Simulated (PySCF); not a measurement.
Polarisability and C₆ of Re²⁺ (rhenium, charge +2)

[Xe] 4f14 5d4 6s1, high-spin 6D determinant (an excited configuration). Computed with PySCF 2.14 in aug-cc-pVTZ-PP with one added diffuse shell each of s, p, d, f, g type with ECP60MDF (7s7p6d4f3g, 113 functions), with scalar relativity through the core potential. Coupled (time-dependent) response in atomic units; α is the mean over directions.

| method | mean α (bohr³) | α xx, yy, zz | C₆ (like pair) | S(−4) |
| --- | --- | --- | --- | --- |
| PBE0 | 20.90 | 20.74, 20.74, 21.22 | 143.3 | 180.1 |

S(−4) is the Cauchy moment in α(ω) = α(0) + S(−4) ω² + …

Spin-orbit coupling is absent.

α(iu) at PBE0:

```
u (hartree)  α(iu) (bohr³)
          0          20.90
     0.0500          20.46
      0.100          19.29
      0.200          15.98
      0.300          12.88
      0.500          8.775
      0.750          6.073
       1.00          4.547
       1.50          2.880
       2.00          1.995
       3.00          1.109
       5.00         0.4747
```

For an ion, C₆ is the dispersion term alone; charge-induced terms of lower order in 1/R come first.

The components differ because the open shell of this determinant is not spherical; for a pure term their mean is the scalar polarisability.

Energies and moments cover only the electrons outside the core potential. Spin-orbit coupling, absent here, splits the open shell strongly.
